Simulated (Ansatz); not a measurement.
Consider the ligand exchange at the Si–F bond: `O[SiH](O)[SiH](O)F` + CH₃OH → `CO[SiH](O)[SiH](O)O` + H–F.

Isolated molecules relaxed with PBE0-D4/def2-TZVP in Ansatz; ΔE leaves out vibrations. CCSD(T)/CBS adds triple-zeta CCSD(T) − MP2 to the extrapolated MP2 energy (def2 sets, frozen cores). This one scheme is used for every species. Functionals use def2-TZVPP. B3LYP here is the variant with VWN-RPA as its local correlation; programs differ in this. One conformer a species, not always the lowest.

`O[SiH](O)[SiH](O)F`:

Z-matrix (Å, degrees):
```
Si
O 1 1.656
Si 1 2.354 2 98.4
O 1 1.645 2 113.1 3 121.0
H 1 1.484 2 110.7 3 -123.5
H 2 0.959 1 118.7 3 169.9
O 3 1.638 1 106.4 2 23.6
F 3 1.603 1 108.6 2 -96.0
H 3 1.481 1 117.9 2 143.0
H 4 0.959 1 118.2 2 -66.1
H 7 0.962 3 115.1 1 -30.3
```

CH₃OH:

Z-matrix (Å, degrees):
```
C
O 1 1.409
H 1 1.097 2 112.4
H 1 1.090 2 107.0 3 -118.5
H 1 1.097 2 112.4 3 123.0
H 2 0.959 1 108.5 3 -61.6
```

`CO[SiH](O)[SiH](O)O`:

```xyz
15

C     0.002    0.590    2.386
O    -0.612    1.108    1.226
Si    0.065    1.003   -0.268
O    -0.754    2.007   -1.278
Si   -0.174   -1.137   -1.200
O     0.710   -1.355   -2.577
O     0.426   -2.135   -0.037
H     0.039   -0.504    2.362
H    -0.584    0.904    3.251
H     1.025    0.970    2.501
H     1.498    1.414   -0.136
H    -0.773    2.940   -1.058
H    -1.595   -1.477   -1.524
H     0.248   -1.256   -3.410
H     0.480   -3.071   -0.237
```

H–F:

Cartesian coordinates in Å:
```
F -0.195 -0.302 -0.288
H 0.195 0.302 0.288
```

Problem. Is it downhill or uphill in electronic energy at CCSD(T)/CBS, and by how much? (Estimate.)

Solution. Ansatz gave: Uphill: ΔE = +11.1 kcal/mol.

Problem. What do these levels give: PBE-D4, r2SCAN-D4, PBE0-D4, B3LYP-D4, ωB97X-V, PBE0, MP2/def2-TZVPP, CCSD(T)/def2-TZVPP, HF/def2-QZVPP, SCS-MP2/def2-QZVPP, MP2/CBS(def2), CCSD/CBS(def2)? (An estimate is asked.)

Solution. Ansatz gave: PBE-D4 12.2, r2SCAN-D4 12.8, PBE0-D4 11.6, B3LYP-D4 11.8, ωB97X-V 12.4, PBE0 12.9, MP2/def2-TZVPP 10.6, CCSD(T)/def2-TZVPP 11.1, HF/def2-QZVPP 13.5, SCS-MP2/def2-QZVPP 11.5, MP2/CBS(def2) 10.6, CCSD/CBS(def2) 11.4 kcal/mol.

Largest T1 diagnostic among the species: 0.013.

From PBE to PBE0 (25 % exact exchange), in def2-TZVPP and without D4, ΔE moves by −0.7 kcal/mol. The D4 term adds −2.2 kcal/mol with B3LYP and −1.3 kcal/mol with PBE0; it sums over pairs of atoms, weighted by their polarisabilities, and B3LYP, whose exchange is more repulsive, gets the larger term.
